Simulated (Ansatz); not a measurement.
C$_{4}$H$_{11}$Cl$_{2}$GaSi (`C[Si](C)(C)[CH2][Ga]([Cl])[Cl]`), relaxed with RKS PBE0-D4/def2-TZVP in the Gaussian-basis code of Ansatz from a GFN2-xTB geometry. The force threshold is 0.005 eV/Å; the program also tests the step.

Charge 0, multiplicity 1.

Start:

```xyz
19

C     2.057    0.002    1.188
Si    0.483    0.164    0.124
C     0.427   -1.218   -1.195
C     0.353    1.870   -0.718
C    -1.072   -0.066    1.221
Ga   -2.539   -0.710   -0.025
Cl   -3.246   -2.691    0.012
Cl   -3.481    0.530   -1.440
H     2.943    0.176    0.586
H     2.064    0.726    1.996
H     2.148   -0.986    1.628
H    -0.383   -1.014   -1.900
H     0.219   -2.181   -0.728
H     1.345   -1.314   -1.764
H     1.133    2.011   -1.460
H     0.436    2.678    0.003
H    -0.607    1.972   -1.220
H    -0.920   -0.821    1.993
H    -1.361    0.872    1.697
```

Problem. By how much does the energy fall, and how many steps does the optimiser take? (Estimate.)

Solution. Ansatz gave: 15.26 kJ/mol, in 17 steps.

Problem. Which bonds change most? (Estimate.)

Solution. Computed: C5–Ga6 from 2.030 to 1.934 Å; Ga6–Cl8 from 2.104 to 2.143 Å; Ga6–Cl7 from 2.103 to 2.141 Å; Si2–C4 from 1.907 to 1.870 Å.

Problem. Give the relaxed structure. (Estimate.)

Solution. Ansatz gave: 
```xyz
19

C     1.994    0.062    1.178
Si    0.469    0.117    0.094
C     0.541   -1.258   -1.179
C     0.332    1.774   -0.763
C    -1.063   -0.134    1.169
Ga   -2.609   -0.572    0.092
Cl   -3.359   -2.564   -0.132
Cl   -3.663    0.875   -1.086
H     2.898    0.225    0.586
H     1.956    0.835    1.950
H     2.089   -0.906    1.676
H    -0.289   -1.202   -1.892
H     0.507   -2.244   -0.709
H     1.464   -1.199   -1.762
H     1.186    1.940   -1.425
H     0.309    2.592   -0.038
H    -0.577    1.839   -1.366
H    -0.910   -0.958    1.872
H    -1.275    0.777    1.734
```
